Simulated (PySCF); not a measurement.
**Nuclear quadrupole coupling in `[C-]#CCc1cccs1`**

Species: C7H5S (charge -1).
Structure used (GFN2-xTB), in Å, numbered top down from 1:
```
atom  x, y, z in Å
C1    -2.9228    0.4800    1.8946
C2    -2.2870    0.0175    0.9638
C3    -1.6599   -0.6171   -0.2484
C4    -0.2189   -0.3416   -0.2152
C5     0.4410    0.8125   -0.5632
C6     1.8186    0.7889   -0.2904
C7     2.2352   -0.3769    0.2741
S8     0.9148   -1.4874    0.4737
H9    -1.8538   -1.6995   -0.2458
H10   -2.1064   -0.1800   -1.1558
H11   -0.0687    1.6586   -0.9939
H12    2.4858    1.6104   -0.5059
H13    3.2177   -0.6650    0.5948
```

Field gradients from the PBE0/pcSseg-1 density (PySCF, non-relativistic), principal values in atomic units, ordered |Vxx| ≤ |Vyy| ≤ |Vzz|:

| atom | Vxx | Vyy | Vzz |
| --- | --- | --- | --- |
| S8 | -0.2772 | -1.5427 | 1.8199 |

Find the asymmetry η = (Vxx − Vyy)/Vzz and the couplings χ = eQV/h (234.96 MHz × Q in barn × V in au), with Q(33S) = −0.0678 b.

```tsv
atom	environment	nucleus	η	χzz (MHz)	χxx (MHz)	χyy (MHz)
S8	thiophene-type sulfur	33S	0.70	-28.99	4.42	24.58
```

The tensor is traceless: Vxx + Vyy + Vzz = 0.

What is Vzz at S8 in SI units (1 au = 9.71736 × 10²¹ V/m²)?

1.8199 au = 17.685 × 10²¹ V/m².

What couplings would deuterons (Q(2H) = 0.00286 b) have in place of the hydrogens, at this geometry?

```csv
atom,bonded to,bond length (Å),Vzz (au),η,χzz (kHz)
H9,C3,1.100,0.2955,0.06,199
H10,C3,1.102,0.2936,0.04,197
H11,C5,1.078,0.3389,0.08,228
H12,C6,1.080,0.3363,0.06,226
H13,C7,1.073,0.3524,0.10,237
```

One conformer (not necessarily the lowest) at the GFN2-xTB geometry, without solvent, vibrations or thermal averaging. The pcSseg-1 basis has no diffuse functions, a weakness for an anion. GFN2-xTB bond lengths can be off by several hundredths of an ångström, more for odd bonds, and the gradients follow them. A larger basis could move these couplings by a tenth or more.
